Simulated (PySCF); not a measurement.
Gas-phase reaction: 2 TaCl3NH + 4 HCl ⇌ 2 TaCl5 + 2 N + 3 H2

Computed with PySCF and rigid-rotor harmonic-oscillator thermochemistry at 1 bar. † marks an energy on the PBE0/def2-TZVP geometry and frequencies; other levels use their own. MP2 and CCSD(T) freeze the core. Open shells (unrestricted): N (multiplicity 4); the rest are closed-shell singlets. B3LYP is the form with VWN-RPA correlation. Ta: scalar-relativistic def2 core potential, no spin-orbit coupling. TaCl3NH: computed as isolated molecules; such fragments, hydroxides, amides, oligomers or adducts are transient or little studied in the gas. MP2 isn't extrapolated to the basis-set limit; its ΔH°(298 K) is 758.4 kJ in def2-SVP and 798.1 kJ in def2-TZVPP. CCSD(T) isn't extrapolated to the basis-set limit. The harmonic model lacks anharmonicity and excited electronic states, which grow with temperature; levels with a mode under 35 cm⁻¹ are left out. Soft modes under 120 cm⁻¹ make the harmonic entropy rough for TaCl3NH, TaCl5.

```csv
level,"ΔE electronic, kJ","ΔH°(298 K), kJ","ΔS°(298 K), J/K","ΔG°(1000 K), kJ"
B3LYP/def2-TZVP†,826,787,28,738
BLYP/def2-TZVP†,851,812,28,764
CCSD(T)/def2-SVP†,733,695,28,646
HF/def2-TZVP†,348,310,28,261
MP2/def2-TZVPP†,836,798,28,749
PBE/def2-SVP,846,809,28,761
PBE0/def2-QZVP†,831,792,28,744
r2SCAN/def2-TZVP†,740,702,28,653
LDA/def2-TZVP†,977,939,28,890
```
ΔH° is lowest at HF/def2-TZVP† and highest at LDA/def2-TZVP†. No reference value is set beside these.
